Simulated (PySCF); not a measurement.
Dipole response of In⁺ (indium, charge +1)

[Kr] 4d10 5s2, closed-shell 1S. Calculation: PySCF 2.14, in ANO-RCC-VTZP; the spin-free X2C one-electron Hamiltonian (Gaussian nucleus). Coupled (time-dependent) response in atomic units; α is the mean over directions. The basis has no added diffuse functions, which lowers α and C₆.

```tsv
method	mean α (bohr³)	C₆ (like pair)	S(−4)
BP86	23.27	156.9	231.4
```

S(−4) is the Cauchy moment in α(ω) = α(0) + S(−4) ω² + …

α(iu) at BP86:

```csv
u (hartree),α(iu) (bohr³)
0,23.27
0.0500,22.71
0.100,21.20
0.200,16.99
0.300,13.15
0.500,8.413
0.750,5.644
1.00,4.244
1.50,2.823
2.00,2.065
3.00,1.243
5.00,0.5765
```

A single London oscillator, α(iu) = α/(1 + u²/ω²), gives C₆ = (3/4) ω α². Matching the computed C₆ needs ω = 4 × 156.9 / (3 × 23.27²) = 0.386 hartree.

For an ion, C₆ is the dispersion term alone; charge-induced terms of lower order in 1/R come first.
